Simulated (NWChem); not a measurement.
C2H5NOSi; SMILES [SiH2](CC#N)O

```xyz
10

N      0.2993     2.8681     0.0000
C     -0.2199     1.8286     0.0000
C     -0.8166     0.5004     0.0000
Si     0.5119    -0.8624     0.0000
O     -0.3714    -2.2731     0.0000
H     -1.4558     0.3778     0.8829
H     -1.4558     0.3778    -0.8829
H      1.3626    -0.7194    -1.2114
H      1.3626    -0.7194     1.2114
H      0.1144    -3.1091     0.0000
```
Atoms are numbered in this order, from 1.

All runs: NWChem. Medium grid unless said otherwise, to which SCAN and Minnesota functionals are sensitive. The geometry was optimised at B3LYP/6-31G* (spherical d).

**Question.** What does the run give for r2SCAN/def2-TZVP? Quantities: highest occupied level (eV); orbital gap (eV); dipole (D).

**Answer.** 
```json
{
 "highest occupied level (eV)": "-7.82",
 "orbital gap (eV)": "7.10",
 "dipole (D)": "4.69"
}
```
